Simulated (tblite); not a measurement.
Compound: C3H9ClO2SSi.
Cartesian coordinates in Å at the GFN2-xTB level; atoms count from 1:
```
atom  x, y, z in Å
C1    -1.3494    0.5840   -1.4565
C2    -0.3157   -0.1515   -0.6014
Si3   -1.0932   -1.0340    0.9194
C4     0.7649    0.8126   -0.1664
S5     1.8555   -0.1467    0.8849
O6     1.3185   -0.2527    2.2041
O7     2.2955   -1.3321    0.2276
Cl8    3.4799    1.0731    1.0405
H9    -1.8629    1.3434   -0.8712
H10   -2.0909   -0.1163   -1.8299
H11   -0.8760    1.0696   -2.3090
H12    0.1650   -0.9111   -1.2247
H13   -0.3066   -2.1762    1.3561
H14   -2.3745   -1.5415    0.4070
H15   -1.3783   -0.0312    1.9432
H16    1.3676    1.1983   -0.9867
H17    0.3936    1.6242    0.4531
```

Calculated harmonic vibrations of the isolated species, GFN2-xTB (tblite), most abundant isotopes, no scaling. Against measured fundamentals such values can be off by several per cent, at times by over 20. Modes of hydrogen on silicon can be 10 to 20 % off. One conformer, not necessarily the lowest.

Harmonic wavenumbers (cm⁻¹): 42.3, 81.8, 105.6, 166.2, 213.0, 243.3, 245.6, 274.1, 297.3, 306.7, 334.8, 351.8, 473.0, 529.3, 536.9, 572.8, 647.2, 731.5, 746.2, 805.8, 831.3, 852.4, 954.9, 998.7, 1042.4, 1079.8, 1131.4, 1141.3, 1182.3, 1273.6, 1282.7, 1302.3, 1414.6, 1422.0, 1498.5, 1500.7, 2224.9, 2293.5, 2360.7, 2954.8, 2983.4, 3012.1, 3015.1, 3035.4, 3056.4.

A = 2254, B = 791.4, C = 685.9 MHz; mass 171.978 u (most abundant isotopes); point group C1, symmetry number 1.

Q: What is the zero-point energy?

A: Half the sum of the wavenumbers: 25775 cm⁻¹ = 308.34 kJ/mol.

Q: Give the ideal-gas entropy at 273.15 K and 1 bar in the rigid-rotor, harmonic-oscillator model (classical rotation).

A: Translation 171.23, rotation 124.23, vibration 120.64: S = 416.1 J/(mol K).

Q: And Cp and H(273.15 K) − H(0)?

A: Cp = 162.97 J/(mol K), of which vibrations give 129.71 (their classical limit is 45 R = 374.2); H(273.15 K) − H(0) = 27.09 kJ/mol without the zero-point energy, 18.01 from vibrations.

Q: What must be added to the electronic energy to get the Gibbs energy at 273.15 K and 1 bar?

A: ZPE + [H(273.15 K) − H(0)] − T·S = 308.34 + 27.09 − 113.66 = 221.77 kJ/mol.

Q: Which modes carry the vibrational entropy at 273.15 K?

A: 42.3 cm⁻¹: 20.82; 81.8 cm⁻¹: 15.38; 105.6 cm⁻¹: 13.30; 166.2 cm⁻¹: 9.68; 213.0 cm⁻¹: 7.78; 243.3 cm⁻¹: 6.80 J/(mol K); the other 39 give 46.89 together.

Q: Blend soft modes into free rotors: weight 1/[1 + (100 cm⁻¹/ν̃)⁴] for the oscillator and the rest for a rotor with moment μB/(μ + B), μ = h/(8π²ν), B = 10⁻⁴⁴ kg m². What vibrational entropy results?

A: 112.43 J/(mol K) in place of 120.64, which changes −T·S at 273.15 K by +2.24 kJ/mol.

Q: How do the functions run with temperature in this model?

A: 
```json
{"T (K)": "150", "S (J/(mol K))": "335.8", "Cp (J/(mol K))": "108.8", "H − H(0) (kJ/mol)": "10.25", "G − H(0) (kJ/mol)": "-40.11", "ln q(vib)": "3.02"}
{"T (K)": "250", "S (J/(mol K))": "402.1", "Cp (J/(mol K))": "153.5", "H − H(0) (kJ/mol)": "23.43", "G − H(0) (kJ/mol)": "-77.10", "ln q(vib)": "5.91"}
{"T (K)": "298.15", "S (J/(mol K))": "430.8", "Cp (J/(mol K))": "172.9", "H − H(0) (kJ/mol)": "31.29", "G − H(0) (kJ/mol)": "-97.15", "ln q(vib)": "7.31"}
{"T (K)": "400", "S (J/(mol K))": "486.8", "Cp (J/(mol K))": "209.1", "H − H(0) (kJ/mol)": "50.80", "G − H(0) (kJ/mol)": "-143.93", "ln q(vib)": "10.22"}
{"T (K)": "600", "S (J/(mol K))": "582.3", "Cp (J/(mol K))": "261.7", "H − H(0) (kJ/mol)": "98.25", "G − H(0) (kJ/mol)": "-251.14", "ln q(vib)": "15.66"}
{"T (K)": "900", "S (J/(mol K))": "698.6", "Cp (J/(mol K))": "310.8", "H − H(0) (kJ/mol)": "184.77", "G − H(0) (kJ/mol)": "-443.95", "ln q(vib)": "23.02"}
```

q(vib) and H(0) count from the zero-point level.

Hindered rotation and anharmonicity are outside this model. Other conformers, if any are populated, would add a mixing term that is left out. The structure is chiral; the term R ln 2 for an equal mix with its mirror image is left out.
